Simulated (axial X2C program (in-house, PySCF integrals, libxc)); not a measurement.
Potential curves of TiB, 2c

All values were computed with an in-house all-electron X2C program for linear molecules (integrals from PySCF). Two-component (2c) means X2C with spin–orbit coupling and atomic mean-field two-electron Coulomb and Gaunt terms. Basis: Ti dyall-cv3z [10s10p6d4f2g], B dyall-v3z [7s6p2d1f] (cores contracted in-house); Gaussian nuclei, density fitting, unrestricted open shells. Masses: Ti 47.948 u, B 11.009 u.

State: Ω = 1/2 (⟨Sz⟩ = 2.50, ⟨Lz⟩ = -2.00 at PBE0). Energies in eV from the lowest point of each curve. Fits are polynomials in 1 − R0/R over 0.85 to 1.23 times the lowest point R0.

```tsv
R (Å)	PBE0
1.7635	0.6510
1.8446	0.2775
1.9054	0.1117
1.9662	0.0242
2.0270	0.0000
2.0979	0.0348
2.1689	0.1213
2.2601	0.2861
2.3716	0.5378
2.5338	0.9256
```

The state is one determinant whose occupation by symmetry is held fixed; it was picked as the lowest of a PBE0 search that is not exhaustive. Density functionals use the spin component along the axis (collinear). Other states lie close and PBE0, whose exact exchange favours high spin, may order them wrongly; the determinant shown need not be the ground state. The nearest other 2c determinant of the search, Ω = 9/2, lies 0.03 eV up at the distance of the search. The functionals have no current-density term, which raises determinants with orbital currents, atoms included. The spin of this state cannot come from the lowest atoms; the curve heads to a higher limit, and no De is given. With several unpaired electrons one determinant need not be a pure state.

**Question.** What are Re and ωe at the PBE0 level?

**Answer.** At PBE0, 2c: Re = 2.023 Å, ωe ≈ 647 cm⁻¹; Be follows as 0.46 cm⁻¹.
